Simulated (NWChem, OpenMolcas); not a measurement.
## How basis sets differ on SnCl2 (SMILES [Cl][Sn][Cl])

SnCl2 has 3 atoms, charge 0, and is taken as a singlet. As SMILES, `[Cl][Sn][Cl]`. Geometry: relaxed at PBE0-D4/def2-TZVP.

```xyz
3

Cl    1.1542    1.2207    0.7560
Sn   -0.7969    0.5189   -0.3766
Cl   -0.3682   -1.8045   -0.3926
```

Each level gives the HOMO–LUMO gap (eV). The values are calculated.

| level | kind | program | value (eV) | CPU time |
| --- | --- | --- | --- | --- |
| HF/ANO-RCC-MB (DKH2) | Hartree–Fock | OpenMolcas | 9.29 | 7.8 s |
| HF/STO-3G | Hartree–Fock | NWChem | 9.86 | 5.6 s |
| HF/3-21G | Hartree–Fock | NWChem | 9.39 | 5.3 s |
| HF/def2-SVP (core potential) | Hartree–Fock | OpenMolcas | 9.83 | 4 s |

All-electron rows without a relativistic Hamiltonian named are non-relativistic, while core potentials hold scalar relativity, so basis and relativity change together. The values span 9.29 to 9.86 eV. A Hartree–Fock LUMO above zero doesn't converge with the basis: it sinks as sets grow more diffuse. Orbital gaps aren't excitation energies. Times are those of the runs behind each value, whatever else they computed, on shared processors of several kinds: orders of magnitude only.
